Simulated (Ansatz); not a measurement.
Consider the ligand exchange at the Si–N bond: `[SiH3][NH][SbH2]` + `N[Si](N)(O)O` → `N[Si](N)(O)O[SiH3]` + `[NH2][SbH2]`.

Isolated molecules relaxed with PBE0-D4/def2-TZVP in Ansatz; ΔE leaves out vibrations. CCSD(T)/CBS is the MP2 limit (def2-TZVPP, def2-QZVPP) plus CCSD(T) − MP2 in def2-TZVPP, frozen cores. DFT in def2-TZVPP. def2 core potentials past Kr. For Sb outer-core shells are correlated without core-valence functions, which leaves a few kJ/mol of doubt a bond. One conformer a species, not always the lowest.

Q: Is it downhill or uphill in electronic energy at CCSD(T)/CBS, and by how much? (An estimate is asked.)

A: Ansatz gave: Downhill: ΔE = -11.5 kcal/mol.

Q: What do these levels give: PBE-D4, r2SCAN-D4, PBE0-D4, ωB97X-V, ωB97M-V, B2PLYP, PBE0, CCSD(T)/def2-TZVPP, HF/def2-QZVPP, MP2/def2-QZVPP, MP2/CBS(def2), CCSD/CBS(def2)? (An estimate is asked.)

A: The calculation gave: PBE-D4 -10.7, r2SCAN-D4 -12.2, PBE0-D4 -11.1, ωB97X-V -11.8, ωB97M-V -11.6, B2PLYP -12.2, PBE0 -11.0, CCSD(T)/def2-TZVPP -11.8, HF/def2-QZVPP -14.4, MP2/def2-QZVPP -11.0, MP2/CBS(def2) -10.8, CCSD/CBS(def2) -11.8 kcal/mol.

Largest T1 diagnostic among the species: 0.013.

In def2-TZVPP, CCSD(T) changes the Hartree–Fock value by +2.4 kcal/mol (the triples alone add +0.3 kcal/mol) and MP2 by +3.1 kcal/mol.
